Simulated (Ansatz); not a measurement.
Born–Oppenheimer molecular dynamics of a periodic cell of 15 atoms, H8SO6 (contents 4 H2O + 1 SO2, density as packed 1.17 g/cm³ with natural masses). It goes on from the last frame of an earlier run, with new velocities.

The calculation used DFT PBEsol, scalar-relativistic, plane waves, PAW (Ansatz 0.2.0). Settings: cutoff 420 eV, k mesh 1x1x1, fermi-dirac smearing 0.02 eV, no spin polarisation.

| Property | Result |
| --- | --- |
| ensemble | NVT, Langevin thermostat |
| time step | 0.5 fs |
| steps asked | 400 |
| set temperature | 350 K |
| friction | 0.005 /fs |
| seed | 179746 |

First frame:

```xyz
15
Lattice="5.7890 0.0000 0.0000 0.0000 5.7890 0.0000 0.0000 0.0000 5.7890" Properties=species:S:1:pos:R:3
O 5.670 -1.042 3.843
H 5.945 -0.318 4.363
H 5.377 -0.522 3.040
O 0.867 2.887 1.992
H 0.691 3.468 2.807
H 0.034 2.543 1.617
O 4.464 2.854 5.191
H 4.799 3.533 4.563
H 4.181 2.035 4.773
O 3.096 4.037 1.109
H 2.094 3.653 1.211
H 3.612 3.584 0.373
S 3.312 0.158 1.112
O 3.113 0.432 -0.286
O 4.778 0.124 1.436
```

Q: What does the run give?

A: The run went to its last step.

```
steps done                                               : 400
time covered                                             : 200 fs
mean temperature over the second half                    : 355 K
spread of the potential energy over the second half      : 7.4 meV per atom
mean potential energy of the second half above the start : -0.3 meV per atom
```

A run of 0.2 ps of so small a system gives no equilibrium averages. Limits of this set-up: coarse k mesh.

Q: What happens to the structure?

A: Mean squared displacements from the first frame to the last, about the centre of mass: O 0.15 Å², H 0.48 Å², S 0.02 Å². The details hang on the random start.

Q: How do temperature and energy run in time?

A: 
| time (fs) | T (K) | potential energy less start (eV) |
| --- | --- | --- |
| 0.0 | 327 | 0.000 |
| 6.5 | 286 | -0.034 |
| 13.0 | 271 | -0.038 |
| 19.5 | 222 | -0.011 |
| 26.0 | 193 | 0.060 |
| 32.5 | 263 | -0.081 |
| 39.0 | 216 | -0.029 |
| 45.5 | 267 | -0.072 |
| 52.0 | 226 | -0.073 |
| 58.5 | 288 | -0.108 |
| 65.0 | 307 | -0.221 |
| 71.5 | 263 | -0.068 |
| 78.0 | 282 | -0.090 |
| 84.5 | 267 | -0.014 |
| 91.0 | 275 | -0.029 |
| 97.5 | 283 | -0.023 |
| 104.0 | 250 | 0.068 |
| 110.5 | 320 | -0.040 |
| 117.0 | 301 | -0.028 |
| 123.5 | 271 | 0.065 |
| 130.0 | 372 | 0.011 |
| 136.5 | 304 | 0.204 |
| 143.0 | 459 | -0.079 |
| 149.5 | 291 | 0.163 |
| 156.0 | 393 | -0.010 |
| 162.5 | 349 | 0.112 |
| 169.0 | 352 | 0.039 |
| 175.5 | 474 | -0.159 |
| 182.0 | 404 | -0.099 |
| 188.5 | 389 | -0.120 |
| 195.0 | 344 | -0.065 |

Run time: 5.2 min on 1 thread of Arm Neoverse V1, with other jobs on the host, peak memory 0.3 GiB.
